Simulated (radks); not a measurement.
The numbers below are computed, except where a source is named.
Q: Radial electron density D(r) = 4 pi r^2 rho(r) of an atom or ion with 13 electrons. Level of theory: non-relativistic Kohn-Sham, r2SCAN, spin-unpolarised, spherical densities, point nucleus; meta-GGA in the generalised Kohn-Sham scheme (a radial shooting solver on a logarithmic mesh with Libxc functionals).

```
   r/bohr * D(r) (the largest magnitude, 50, reaches the edge; | marks zero)
 0.002254 | *
 0.002865 |  *
 0.003642 |    *
  0.00463 |      *
 0.005886 |         *
 0.007483 |              *
 0.009589 |                    *
  0.01219 |                           *
   0.0155 |                                  *
   0.0197 |                                          *
  0.02504 |                                              *
  0.03184 |                                               *
  0.04047 |                                            *
  0.05145 |                                       *
  0.06541 |                                      *
  0.08315 |                                          *
   0.1057 |                                                  *
   0.1344 |                                                      *
   0.1708 |                                              *
   0.2172 |                            *
   0.2761 |              *
   0.3509 |          *
   0.4497 |         *
   0.5717 |     *
   0.7268 | *
   0.9239 *
    1.175 *
    1.493 *
```

What is the nuclear charge?

A: Z = 36. The innermost maximum, from 1s, lies near 1/Z = 0.0278 bohr (found: 0.0299), and its height grows with Z. The density is that of the krypton ion Kr23+ in [Ne] 3s2 3p1; the configuration itself is not fixed sharply by these data, and Z only to about a unit. D(r) has 2 maxima, at r = 0.0299, 0.130 bohr, and minima at 0.0633 bohr, inside which lie 2.11 electrons.
